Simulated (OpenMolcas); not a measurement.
# Multiconfigurational calculation on Mo2+

Input:

```
&GATEWAY
Coord
1

Mo 0.0 0.0 0.0
Basis=ANO-R2
Group=XYZ
NoMove
AngMom=0.0 0.0 0.0
AMFI
&SEWARD
&RASSCF
FileOrb=start.orb
Symmetry=1
Spin=5
nActEl=4 0 0
Inactive=9 9
Ras2=5 0
CIRoot=5 5 1
SDav=5
CIMx=300
Iter=120 100
PrWF=0.3
OrbListing=Nothing
MaxOrb=0
Atom
>>> COPY $Project.JobIph JOBPRE
&RASSCF
FileOrb=start.orb
Symmetry=1
Spin=5
nActEl=10 2 0
Inactive=9 6
Ras1=0 3
Ras2=5 0
CIRoot=5 5 1
SDav=185
CIMx=300
Iter=120 100
PrWF=0.3
OrbListing=Nothing
MaxOrb=0
Thrs=2.0e-7 1.0e-1 5.0e-4
Atom
>>> COPY $Project.JobIph JOB001
&RASSCF
FileOrb=start.orb
Symmetry=1
Spin=3
nActEl=10 2 0
Inactive=9 6
Ras1=0 3
Ras2=5 0
CIRoot=45 45 1
SDav=615
CIMx=300
Iter=120 100
PrWF=0.3
OrbListing=Nothing
MaxOrb=0
Thrs=2.0e-7 1.0e-1 5.0e-4
Atom
>>> COPY $Project.JobIph JOB002
&RASSCF
FileOrb=start.orb
Symmetry=1
Spin=1
nActEl=10 2 0
Inactive=9 6
Ras1=0 3
Ras2=5 0
CIRoot=50 50 1
SDav=485
CIMx=300
Iter=120 100
PrWF=0.3
OrbListing=Nothing
MaxOrb=0
Thrs=2.0e-7 1.0e-1 5.0e-4
Atom
>>> COPY $Project.JobIph JOB003
&RASSI
NrOfJobIphs=3 5 45 50
1 2 3 4 5
1 2 3 4 5 6 7 8 9 10 11 12 13 14 15 16 17 18 19 20 21 22 23 24 25 26 27
28 29 30 31 32 33 34 35 36 37 38 39 40 41 42 43 44 45
1 2 3 4 5 6 7 8 9 10 11 12 13 14 15 16 17 18 19 20 21 22 23 24 25 26 27
28 29 30 31 32 33 34 35 36 37 38 39 40 41 42 43 44 45 46 47 48 49 50
IphNames
JOB001
JOB002
JOB003
EJob
SpinOrbit
DIPRint=1.0
SOCoupling=1000.0
Subsets=2
MEES
Property=10
'ANGMOM' 1 'ANGMOM' 2 'ANGMOM' 3 'MLTPL  1' 1 'MLTPL  1' 2 'MLTPL  1' 3
'AMFI' 1 'AMFI' 2 'AMFI' 3 'MLTPL  2' 6
SOProperty=3
'ANGMOM' 1 'ANGMOM' 2 'ANGMOM' 3
```

Launched by
```bash
OMP_NUM_THREADS=1 MOLCAS_MEM=1689 MOLCAS_PROJECT=a pymolcas a.inp > a.log  # once for each step of the input, in one work folder
```

A driver script runs the steps one by one and writes start.orb anew before each from the orbitals found so far.

Output, cut to the results:

```
--- SEWARD ---
Basis set label: MO.ANO-R...7S5P4D2F1G.

      Electronic valence basis set:
      ------------------
      Associated Effective Charge  42.000000 au
      Associated Actual Charge     42.000000 au
      Nuclear Model: Finite nucleus - Gaussian distribution
        Gaussian exponent, Xi/bohr**(-2):  2.14585E+08

      Shell  nPrim  nBasis  Cartesian Spherical Contaminant
         s      23       7        X
         p      16       5        X
         d      12       4                 X
         f       6       2                 X
         g       5       1                 X
                  Relativistic X2C integrals
                  Atomic mean-field integrals
--- RASSCF ---
Wave function specifications:
      -----------------------------

      Number of closed shell electrons          30
      Number of electrons in active shells      10
      Max number of holes in RAS1 space          2
      Max nr of electrons in RAS3 space          0
      Number of inactive orbitals               15
      Number of active orbitals                  8
      Number of secondary orbitals              42
      Spin quantum number                      2.0
      State symmetry                             1
Orbital specifications:
      -----------------------

      Symmetry species                           1   2
                                                ag  au
      Frozen orbitals                            0   0
      Inactive orbitals                          9   6
      Active orbitals                            5   3
      RAS1 orbitals                              0   3
      RAS2 orbitals                              5   0
      RAS3 orbitals                              0   0
      Secondary orbitals                        22  20
      Deleted orbitals                           0   0
      Number of basis functions                 36  29
      Number of CSFs                           185
      Number of root(s) required                 5
      Iter CI   SX   CI       RASSCF       Energy    max ROT     max BLB   max BLB  Level Ln srch  Step   QN
          iter iter root      energy       change     param      element    value   shift minimum  type update
 Nr of preliminary CI iterations:   1
      Total energies have been shifted. Add                -4000.00 au
        1   1    7    0   -45.47127308    0.00E+00  -1.09E-02   10  18 1  5.15E-03*  0.00   0.00    SX    NO
        2   1    7    0   -45.47148087   -2.08E-04*  2.49E-03    9  14 2  4.48E-03*  0.00   0.00    SX    NO
        3   1    7    0   -45.47149949   -1.86E-05*  1.57E-03    9  14 2 -1.56E-03*  0.00   0.00    SX    NO
        4   1    6    0   -45.47150395   -4.45E-06*  7.87E-04    9  14 2  9.56E-04*  0.00   0.00    SX    NO
        5   1    6    0   -45.47150516   -1.22E-06*  2.78E-04    9  14 2 -4.84E-04   0.00   0.65    QN   YES
        6   1    4    0   -45.47150564   -4.76E-07*  1.51E-06    9  17 1 -3.58E-06   0.00   1.00    QN   YES
        7   1    3    0   -45.47150564   -3.00E-11   2.17E-07    9  11 2 -6.87E-07   0.00   1.16    QN   YES
      Convergence after  7 iterations
        8   1    3    0   -45.47150564    2.27E-12   2.17E-07    6  12 2  3.36E-08   0.00   1.16    QN   YES
      Natural orbitals and occupation numbers for root  1
      sym 1:   1.002257   1.002261   1.002257   1.002263   0.007064
      sym 2:   1.993288   1.995742   1.994869
      Natural orbitals and occupation numbers for root  2
      sym 1:   1.002264   1.002259   1.002258   0.007064   1.002257
      sym 2:   1.994195   1.993667   1.996037
      Natural orbitals and occupation numbers for root  3
      sym 1:   1.002264   0.007064   1.002259   1.002258   1.002257
      sym 2:   1.996054   1.993741   1.994103
::    RASSCF root number  1 Total energy:  -4045.47150564
::    RASSCF root number  2 Total energy:  -4045.47150564
::    RASSCF root number  3 Total energy:  -4045.47150564
::    RASSCF root number  4 Total energy:  -4045.47150564
::    RASSCF root number  5 Total energy:  -4045.47150564
--- RASSCF ---
Wave function specifications:
      -----------------------------

      Number of closed shell electrons          30
      Number of electrons in active shells      10
      Max number of holes in RAS1 space          2
      Max nr of electrons in RAS3 space          0
      Number of inactive orbitals               15
      Number of active orbitals                  8
      Number of secondary orbitals              42
...
--- RASSI ---
SPIN-FREE ENERGIES:
  (Shifted by EMIN (a.u.) =      -4045.4715056403)

 SF State       Relative EMIN(au)   Rel lowest level(eV)    D:o, cm**(-1)      L_eff

     1             0.0000000000        0.0000000000              0.0000         2.0
     2             0.0000000000        0.0000000000              0.0000         2.0
     3             0.0000000000        0.0000000000              0.0000         2.0
     4             0.0000000000        0.0000000000              0.0000         2.0
     5             0.0000000000        0.0000000000              0.0000         2.0
     6             0.0689008441        1.8748874817          15121.9874         1.0
     7             0.0689008441        1.8748874817          15121.9874         1.0
     8             0.0689008441        1.8748874817          15121.9874         1.0
     9             0.0735742983        2.0020586494          16147.6920         5.0
    10             0.0735742983        2.0020586494          16147.6920         5.0
    11             0.0735742983        2.0020586494          16147.6920         5.0
    12             0.0735742983        2.0020586494          16147.6920         5.0
    13             0.0735742983        2.0020586494          16147.6920         5.0
    14             0.0735742983        2.0020586494          16147.6920         5.0
    15             0.0735742983        2.0020586494          16147.6920         5.0
    16             0.0735742983        2.0020586494          16147.6920         5.0
    17             0.0735742983        2.0020586494          16147.6920         5.0
    18             0.0735742983        2.0020586494          16147.6920         5.0
    19             0.0735742983        2.0020586494          16147.6920         5.0
    20             0.0757126390        2.0602458623          16617.0035         3.0
    21             0.0757126390        2.0602458623          16617.0035         3.0
...
```

Levels above the lowest, from the spin-orbit matrix, grouped by J:

```tsv
Configuration	Term	J	E (cm-1)	Measured (cm-1)	g	Term weight %
4d4	5D	0	0.0	0.0		99
4d4	5D	1	240	242	1.501	99
4d4	5D	2	673	668	1.500	100
4d4	5D	3	1249	1224	1.500	100
4d4	5D	4	1930	1872	1.499	99
4d4	3P(1)	0	14140	11149		96
4d4	3P(1)	1	15462	12510	1.497	99
4d4	3H	4	16576	12680	0.855	83
4d4	3H	5	17191	13276	1.042	95
4d4	3P(1)	2	17442		1.410	88
4d4	3F(1)	2	17480		0.757	88
4d4	3F(1)	3	17574	13948	1.045	88
4d4	3H	6	17725	13811	1.165	99
4d4	3F(1)	4	17909	14296	1.184	81
4d4	3G	3	20185	15871	0.790	88
4d4	3G	4	20649	16283	1.058	87
4d4	3G	5	21118	16714	1.192	95
4d4	3D	3	24528	19488	1.331	99
4d4	3D	2	24619	19577	1.162	94
4d4	3D	1	24926		0.505	99
4d4	1G(1)	4	25074	20612	1.006	92
4d4	1I	6	25604	20290	1.002	99
4d4	1S(1)	0	26854	22990		97
4d4	1D(1)	2	29414	22806	1.007	94
```

Against the 20 measured excited levels shown (Sugar and Musgrove, J. Phys. Chem. Ref. Data 17, 155 (1988)) the mean absolute deviation is 3400 cm-1; the largest miss in energy is 4d4 1D2(1): computed 29414, measured 22806 cm-1 (+29.0 %).

Without dynamic correlation excited terms often stand tens of per cent too high (terms of higher spin than the ground term too low), and those without a measured partner can miss by more than the paired ones. Some levels mix across a computed gap that differs much from the measured one, so their mixing is not that of the real levels. Active for correlation alone: 4p; no level in the range computed is led by a configuration that opens it, so any true level of that kind is missing. Computed and measured levels are paired by configuration, term and J; levels that our copy of the source lacks, or whose pairing is in doubt (as where it misses far off the trend of its configuration), stay unpaired and out of the deviations. Only configurations of the active space appear. The first state left out of the spin-orbit step lies near 590000 cm-1 above the lowest spin-free state of the reference (among the parities and spins computed), and the list stops at four fifths of that energy or lower. The table shows the lowest 24 of 34 levels.

The RASSCF and RASSI steps took 74 s on 1 thread of Intel(R) Xeon(R) Platinum 8375C CPU @ 2.90GHz (Ice Lake) (shared host); the integral step is not counted.

The term weight is that of the spin-free term in the level, not the purity of its configuration. A number in round brackets counts repeated terms of one configuration in the order of the reference energies.
